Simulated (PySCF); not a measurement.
# Computed records: BH$_{6}$NOSi, Cl$_{2}$HSi, Al$_{2}$HO

Computed with PySCF 2.14.0. Calculation on a computer-drawn molecule: optimised geometry and harmonic frequencies of an isolated molecule of the commonest isotopes, restricted reference for singlets and unrestricted otherwise, frozen core in MP2.

Common to all runs: multiplicity 1; basis cc-pV(D+d)Z.

```yaml
- entry: 1
  formula: BH6NOSi
  start_structure:
    atoms_angstrom:
      - [O, 0.0478, -2.1889, 2.0057]
      - [B, 0.2278, -1.0232, 1.447]
      - ["N", -0.5894, 0.1404, 1.9054]
      - [Si, -0.5526, 1.8143, 1.3992]
      - [H, -0.6434, -2.3061, 2.6626]
      - [H, 0.9554, -0.8127, 0.662]
      - [H, -1.2993, -0.0741, 2.5865]
      - [H, -0.9264, 1.8194, -0.0537]
      - [H, -1.6417, 2.535, 2.1202]
      - [H, 0.838, 2.3699, 1.5663]
  given:
    charge: 0
    method: HF
    drawn_bonds_atom: [1, 2, 3, 1, 2, 3, 4, 4, 4]
    drawn_bonds_other_atom: [2, 3, 4, 5, 6, 7, 8, 9, 10]
    drawn_bonds_order: [1, 1, 1, 1, 1, 1, 1, 1, 1]
  results:
    optimised_atom_element: [O, B, "N", Si, H, H, H, H, H, H]
    "optimised_atom_x [angstrom]": [0.1305, 0.3139, -0.723, -0.6092, -0.7481, 1.419, -1.631, -1.532, -0.9842, 0.7799]
    "optimised_atom_y [angstrom]": [-2.192, -0.8929, 0.08094, 1.76, -2.414, -0.584, -0.2316, 2.074, 2.63, 2.042]
    "optimised_atom_z [angstrom]": [2.108, 1.743, 1.755, 1.313, 2.376, 1.399, 2.052, 0.1971, 2.452, 0.906]
    "modes_frequency [cm^-1]": [50.33, 136.8, 232.7, 437.6, 516.4, 659.0, 718.1, 790.5, 876.2, 992.5, 1022, 1041, 1063, 1076, 1182, 1237, 1343, 1529, 2294, 2312, 2348, 2729, 3767, 4166]
    "modes_reduced_mass [dalton]": [1.266, 3.017, 3.561, 4.681, 1.081, 1.346, 1.306, 1.26, 2.702, 1.386, 1.082, 1.092, 1.2, 1.231, 1.288, 3.357, 1.475, 3.035, 1.05, 1.033, 1.036, 1.096, 1.074, 1.066]
    "rotational_constants [GHz]": [31.85, 2.391, 2.282]
    "total_energy [hartree]": -446.5498
    "convergence_status_largest_gradient_component [hartree/bohr]": 1.453e-05
- entry: 2
  formula: Cl2HSi
  start_structure:
    atoms_angstrom:
      - [Cl, -2.838, -1.936, -0.4434]
      - [Si, -1.0914, -1.1979, 0.1137]
      - [Cl, -0.1291, -1.6161, 1.7683]
      - [H, -0.6086, -0.1536, -0.7602]
  given:
    charge: 1
    method: HF
    drawn_bonds_atom: [1, 2, 2]
    drawn_bonds_other_atom: [2, 3, 4]
    drawn_bonds_order: [1, 1, 1]
  results:
    optimised_atom_element: [Cl, Si, Cl, H]
    "optimised_atom_x [angstrom]": [-2.812, -1.12, -0.1843, -0.5507]
    "optimised_atom_y [angstrom]": [-1.983, -1.143, -1.647, -0.1299]
    "optimised_atom_z [angstrom]": [-0.3779, 0.0982, 1.731, -0.7728]
    "modes_frequency [cm^-1]": [218.0, 580.6, 610.4, 763.3, 865.1, 2482]
    "modes_reduced_mass [dalton]": [24.48, 1.257, 21.21, 4.221, 1.317, 1.045]
    "rotational_constants [GHz]": [21.83, 2.521, 2.26]
    "total_energy [hartree]": -1208.3118
    "convergence_status_largest_gradient_component [hartree/bohr]": 2.292e-05
- entry: 3
  formula: Al2HO
  start_structure:
    atoms_angstrom:
      - [O, 2.3256, -3.092, -0.665]
      - [Al, 2.3225, -1.6993, 0.0446]
      - [Al, 2.3178, 0.6341, 1.2344]
      - [H, 2.3149, 2.0145, 1.9384]
  given:
    charge: 1
    method: MP2
    drawn_bonds_atom: [1, 2, 3]
    drawn_bonds_other_atom: [2, 3, 4]
    drawn_bonds_order: [2, 1, 1]
  results:
    "rotational_constants [GHz]": null
    "total_energy [hartree]": null
```

## Withheld values
1. Give the missing rotational constants for Al$_{2}$HO (entry 3).
2. Give the missing total energy for Al$_{2}$HO (entry 3).
3. Give the table of modes values for Al$_{2}$HO (entry 3).

Answers
1. 2.381, 2.381 GHz
2. -559.2660 hartree
3. 
Modes:
| frequency (cm⁻¹) | reduced mass (dalton) |
| --- | --- |
| 65.19 | 11.97 |
| 65.48 | 11.93 |
| 298.7 | 15.59 |
| 366.1 | 1.129 |
| 366.8 | 1.128 |
| 1031 | 19.05 |
| 2067 | 1.046 |

Further results for Al$_{2}$HO (entry 3):

| Quantity | Value |
| --- | --- |
| convergence status largest gradient component | 2.097e-06 hartree/bohr |

Optimised structure:
```xyz
4
Al2HO
O      2.3257    -3.1430    -0.6910
Al     2.3225    -1.6857     0.0516
Al     2.3177     0.6492     1.2421
H      2.3149     2.0368     1.9497
```
